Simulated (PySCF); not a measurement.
# Dipole response of Tl²⁺ (thallium, charge +2)

[Xe] 4f14 5d10 6s1, 2S determinant. Calculation: PySCF 2.14, in aug-cc-pwCVTZ-PP with ECP60MDF; scalar relativity through the core potential. Coupled (time-dependent) response in atomic units; α is the mean over directions.

```
method  mean α (bohr³)  C₆ (like pair)  S(−4)
 HSE06           12.47           79.45  58.21
```

S(−4) is the Cauchy moment in α(ω) = α(0) + S(−4) ω² + …

α(iu) at HSE06:

```
u (hartree)  α(iu) (bohr³)
          0          12.47
     0.0500          12.33
      0.100          11.93
      0.200          10.69
      0.300          9.330
      0.500          7.191
      0.750          5.502
       1.00          4.408
       1.50          3.050
       2.00          2.235
       3.00          1.332
       5.00         0.6117
```

A single London oscillator, α(iu) = α/(1 + u²/ω²), gives C₆ = (3/4) ω α². Matching the computed C₆ needs ω = 4 × 79.45 / (3 × 12.47²) = 0.681 hartree.

For an ion, C₆ is the dispersion term alone; charge-induced terms of lower order in 1/R come first.

Energies and moments cover only the electrons outside the core potential. Spin-orbit coupling, which splits the p, d and f shells strongly at this Z, is absent.
